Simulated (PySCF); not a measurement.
Species: C7H11N.
Bonds: C1–C2 (double), C2–N3, N3–C4, C4–C5 (double), C5–C6, C5–C7, C7–C8, N3–C8. Hydrogens: H9, H10 on C1; H11 on C2; H12 on C4; H13, H14, H15 on C6; H16, H17 on C7; H18, H19 on C8.

The closed-shell SCF was solved with PySCF and density fitting under several settings on one GFN2-xTB geometry (grid level 2 and gas phase unless stated).

```tsv
settings	basis functions	SCF cycles	E (Eh)	HOMO (eV)	LUMO (eV)	dipole (D)
PBE0/pcSseg-1	191	14	-327.6435	-4.95	0.67	1.35
PBE0/def2-SVPD	248	14	-327.4694	-4.98	0.60	1.38
KT2/6-31G, IEF-PCM benzene	94	15	-333.7464	-3.68	0.20	1.50
X3LYP/def2-SVP, start guess vsap	167	14	-327.6763	-4.69	0.72	1.27
wB97X-D/pcSseg-1	191	13	-327.9246	-6.68	2.41	1.35
CAM-B3LYP/cc-pVDZ, fitting basis def2-qzvpp-jkfit	167	11	-327.8976	-5.97	2.02	1.29
PBE0/3-21G	94	14	-325.8918	-4.64	1.14	1.20
```

Task: Estimate the rows for these settings: (1) OPBE/IGLO-II, energy threshold 1e-11 Eh, fitting basis def2-qzvpp-jkfit; (2) PBE0/pcSseg-1, damping 0.3 at the start, DIIS from the seventh cycle; (3) PW91/3-21G, energy threshold 1e-08 Eh.

Result: 
| settings | basis functions | SCF cycles | E (Eh) | HOMO (eV) | LUMO (eV) | dipole (D) |
| --- | --- | --- | --- | --- | --- | --- |
| OPBE/IGLO-II, energy threshold 1e-11 Eh, fitting basis def2-qzvpp-jkfit | 242 | 13 | -328.0183 | -3.91 | -0.19 | 1.39 |
| PBE0/pcSseg-1, damping 0.3 at the start, DIIS from the seventh cycle | 191 | 15 | -327.6435 | -4.95 | 0.67 | 1.35 |
| PW91/3-21G, energy threshold 1e-08 Eh | 94 | 10 | -326.1374 | -3.64 | 0.19 | 1.23 |

Task: Over all rows, what range does the HOMO–LUMO gap span?

Result: From 3.72 eV (OPBE/IGLO-II, energy threshold 1e-11 Eh, fitting basis def2-qzvpp-jkfit) to 9.09 eV (wB97X-D/pcSseg-1). The functional of the narrowest has no exact exchange, that of the widest range-separated exact exchange.

Task: And the dipole moment?

Result: From 1.20 D (PBE0/3-21G) to 1.50 D (KT2/6-31G, IEF-PCM benzene); the largest is 1.25 times the smallest, and the median is 1.35 D.

Task: Compare two rows with the functional PBE0: PBE0/pcSseg-1 and PBE0/def2-SVPD. Which energy is lower, and by how much?

Result: PBE0/pcSseg-1 (191 functions) lies 0.1741 Eh or 109 kcal/mol below PBE0/def2-SVPD (248 functions). The smaller set gives the lower energy; the two sets aren't nested, so the variational bound doesn't order them by size.

wB97X-D ran without the empirical dispersion term, which would shift the total energy alone. Cycle counts include a coarse-grid stage where the run had one. KT2 was designed for NMR shieldings or shifts; total energies of different functionals aren't comparable. The species at its GFN2-xTB geometry (one conformer only).
